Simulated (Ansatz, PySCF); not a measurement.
Ge(H)3(tBu) (C4H12Ge), SMILES [GeH3][C](C)(C)C. Atoms are numbered in the order given.

```xyz
17

Ge     0.0000     0.0000     1.1638
C      0.0000     0.0000    -0.8316
C      1.3923     0.4163    -1.3270
C     -1.0567     0.9975    -1.3272
C     -0.3356    -1.4139    -1.3272
H      0.3351     1.4122     1.6966
H     -1.3904    -0.4159     1.6969
H      1.0556    -0.9962     1.6965
H      1.4193     0.4244    -2.4319
H      1.6645     1.4275    -0.9834
H      2.1749    -0.2794    -0.9833
H     -0.8456     2.0233    -0.9837
H     -2.0686     0.7278    -0.9836
H     -1.0771     1.0166    -2.4321
H     -1.3295    -1.7439    -0.9835
H      0.4039    -2.1554    -0.9837
H     -0.3422    -1.4410    -2.4321
```

Geometry optimised at B3LYP-D3(BJ)/def2-SVP. The isomer is the one that the SMILES or the coordinates give; other isomers of the formula were not compared.

Two levels are set side by side: PBE-D3(BJ)/def2-SVP (Ansatz, a first-principles code) and B3LYP-D3(BJ)/def2-SVP (Ansatz). Each level has its own optimised geometry; the coordinates shown are those of the second. Frequencies come from the Hessian of PySCF at each geometry. Differences are taken from unrounded values.

```json
[
 {"quantity": "mean bond length (Å)", "B3LYP-D3(BJ)": "1.323"},
 {"quantity": "bond Ge1–C2 (Å)", "B3LYP-D3(BJ)": "1.995"},
 {"quantity": "bond C2–C3 (Å)", "B3LYP-D3(BJ)": "1.535"},
 {"quantity": "bond C2–C4 (Å)", "B3LYP-D3(BJ)": "1.535"},
 {"quantity": "bond C2–C5 (Å)", "B3LYP-D3(BJ)": "1.535"},
 {"quantity": "bond Ge1–H6 (Å)", "B3LYP-D3(BJ)": "1.546"},
 {"quantity": "bond Ge1–H7 (Å)", "B3LYP-D3(BJ)": "1.546"},
 {"quantity": "bond Ge1–H8 (Å)", "B3LYP-D3(BJ)": "1.546"},
 {"quantity": "bond C3–H9 (Å)", "B3LYP-D3(BJ)": "1.105"},
 {"quantity": "bond C3–H10 (Å)", "B3LYP-D3(BJ)": "1.102"},
 {"quantity": "bond C3–H11 (Å)", "B3LYP-D3(BJ)": "1.102"},
 {"quantity": "bond C4–H12 (Å)", "B3LYP-D3(BJ)": "1.102"},
 {"quantity": "bond C4–H13 (Å)", "B3LYP-D3(BJ)": "1.102"},
 {"quantity": "bond C4–H14 (Å)", "B3LYP-D3(BJ)": "1.105"},
 {"quantity": "bond C5–H15 (Å)", "B3LYP-D3(BJ)": "1.102"},
 {"quantity": "bond C5–H16 (Å)", "B3LYP-D3(BJ)": "1.102"},
 {"quantity": "bond C5–H17 (Å)", "B3LYP-D3(BJ)": "1.105"},
 {"quantity": "highest harmonic wavenumber (cm⁻¹)", "B3LYP-D3(BJ)": "3104"},
 {"quantity": "mean harmonic wavenumber (cm⁻¹)", "B3LYP-D3(BJ)": "1399"},
 {"quantity": "zero-point energy (kcal/mol)", "B3LYP-D3(BJ)": "90.02"}
]
```

Q: What does PBE-D3(BJ) give, and how far is it from B3LYP-D3(BJ)? (The exact figures need the calculation; the answer reports its results.)

A: 
```tsv
quantity	PBE-D3(BJ)	PBE-D3(BJ) minus B3LYP-D3(BJ)
mean bond length (Å)	1.330	0.007
bond Ge1–C2 (Å)	2.000	0.005
bond C2–C3 (Å)	1.537	0.001
bond C2–C4 (Å)	1.537	0.001
bond C2–C5 (Å)	1.537	0.001
bond Ge1–H6 (Å)	1.555	0.009
bond Ge1–H7 (Å)	1.555	0.009
bond Ge1–H8 (Å)	1.555	0.009
bond C3–H9 (Å)	1.113	0.008
bond C3–H10 (Å)	1.110	0.008
bond C3–H11 (Å)	1.110	0.008
bond C4–H12 (Å)	1.110	0.008
bond C4–H13 (Å)	1.110	0.008
bond C4–H14 (Å)	1.113	0.008
bond C5–H15 (Å)	1.110	0.008
bond C5–H16 (Å)	1.110	0.008
bond C5–H17 (Å)	1.113	0.008
highest harmonic wavenumber (cm⁻¹)	3051	-52
mean harmonic wavenumber (cm⁻¹)	1363	-37
zero-point energy (kcal/mol)	87.66	-2.36
```

Exact exchange shortens and stiffens bonds; PBE has none. Differences between two approximate levels are no errors against the true value.
